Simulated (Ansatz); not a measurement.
One change: `[NH2][Al]([NH2])[Br]` becomes `[CH3][Al]([NH2])[Br]`.

Ansatz, PBE0-D4/def2-TZVP geometries, multiplicity 1. Each molecule was computed in one conformer, which needn't be the lowest.

Scalar relativity is left out up to krypton.

```json
{"property": "HOMO energy (ωB97M-V/def2-TZVPP) / eV", "`[NH2][Al]([NH2])[Br]`": "-9.69"}
{"property": "LUMO energy (PBE/def2-TZVPP) / eV", "`[NH2][Al]([NH2])[Br]`": "-0.99"}
{"property": "LUMO energy (PBE0/def2-TZVPP) / eV", "`[NH2][Al]([NH2])[Br]`": "-0.17"}
{"property": "HOMO–LUMO gap (B3LYP/def2-TZVPP) / eV", "`[NH2][Al]([NH2])[Br]`": "6.57"}
{"property": "HOMO–LUMO gap (PBE0/def2-TZVPP) / eV", "`[NH2][Al]([NH2])[Br]`": "7.12"}
{"property": "HOMO–LUMO gap (PBE/def2-TZVPP) / eV", "`[NH2][Al]([NH2])[Br]`": "4.87"}
```

(1) Give the same properties after the change, and the shifts. (Best estimate.)

Answers

(1) The calculation gave: 
```
                             property  `[CH3][Al]([NH2])[Br]`  shift
HOMO energy (ωB97M-V/def2-TZVPP) / eV                   -9.98  -0.29
    LUMO energy (PBE/def2-TZVPP) / eV                   -0.89   0.10
   LUMO energy (PBE0/def2-TZVPP) / eV                   -0.10   0.07
HOMO–LUMO gap (B3LYP/def2-TZVPP) / eV                    6.97   0.40
 HOMO–LUMO gap (PBE0/def2-TZVPP) / eV                    7.51   0.39
  HOMO–LUMO gap (PBE/def2-TZVPP) / eV                    5.33   0.46
```

With PBE0 the HOMO falls by 0.31 eV and the LUMO rises by 0.07 eV, so the gap widens by about 0.38 eV. PBE moves the HOMO by -0.36 eV and ωB97M-V by -0.29 eV. The zero-point energy changes by 26.9 kJ/mol with +3 modes.

B3LYP here is the variant with VWN-RPA as its local correlation; programs differ in this.

Spin–orbit coupling is left out; it splits and shifts lone-pair levels of the heavy atoms by tenths of an eV.
